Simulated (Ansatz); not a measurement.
The same path of a periodic cell of 20 atoms, HC18N (surface graphene monolayer, adsorbate NH) was run twice with different band settings. Lost on the way: N19–H20. Made: C16–H20.

Method: Ansatz, DFT PBEsol, scalar-relativistic, plane waves, PAW. Settings: cutoff 420 eV, k mesh 2x2x1, gaussian smearing 0.05 eV, no spin polarisation.

Relaxed end points:

```xyz
20
Lattice="7.3980 0.0000 0.0000 -3.6990 6.4069 0.0000 0.0000 0.0000 12.0000" Properties=species:S:1:pos:R:3
C 0.054 -0.060 1.023
C 1.263 0.666 0.926
C -1.214 2.126 1.021
C 0.022 2.814 0.926
C -2.435 4.237 0.939
C -1.215 4.941 0.932
C 2.482 -0.037 0.926
C 3.695 0.690 1.020
C 1.258 2.097 0.932
C 2.478 2.802 0.940
C 0.023 4.221 0.925
C 1.256 4.906 1.022
C 4.913 -0.066 1.318
C 6.230 0.694 1.319
C 3.713 2.083 0.988
C 4.969 2.808 0.988
C 2.471 4.231 0.993
C 3.730 4.957 0.993
N 5.594 0.273 2.588
H 5.120 1.095 2.991
```

```xyz
20
Lattice="7.3980 0.0000 0.0000 -3.6990 6.4069 0.0000 0.0000 0.0000 12.0000" Properties=species:S:1:pos:R:3
C 0.045 -0.003 0.919
C 1.254 0.720 0.808
C -1.175 2.159 0.989
C 0.018 2.863 0.833
C -2.442 4.316 0.974
C -1.224 5.003 0.893
C 2.479 0.017 0.836
C 3.690 0.743 0.950
C 1.255 2.142 0.810
C 2.473 2.850 0.877
C 0.024 4.284 0.879
C 1.249 4.967 0.976
C 4.905 -0.007 1.304
C 6.253 0.752 1.225
C 3.689 2.125 0.964
C 4.952 2.866 1.263
C 2.473 4.277 0.958
C 3.725 5.002 0.960
N 5.581 0.404 2.480
H 4.958 2.808 2.392
```

Common settings: climbing image yes; spring 5.0 eV/Å²; force threshold 0.05 eV/Å; end points relaxed.

| run | movable images | optimiser | start path | iteration limit | largest step |
| --- | --- | --- | --- | --- | --- |
| 1 | 5 | quadratic models (default) | IDPP | 47 | default |
| 2 | 3 | fire | default | 50 | 1.0 Å |

Q: What does each run give, and how far can it be trusted?

A: Run 1: converged after 10 iterations, highest image 2.735 eV above the first end. Neighbouring images differ by up to 1.2 eV, so the band resolves the path poorly. By the program's own check the climbing image is a first-order saddle point (lowest curvatures found: -1.87 and 2.00 eV/Å²).
Run 2: converged after 41 iterations, highest image 2.735 eV above the first end. Neighbouring images differ by up to 1.5 eV, so the band resolves the path poorly. The order of the stationary point at the top wasn't checked.
Limits of this set-up: slab without dipole correction, open-shell adsorbate without spin.
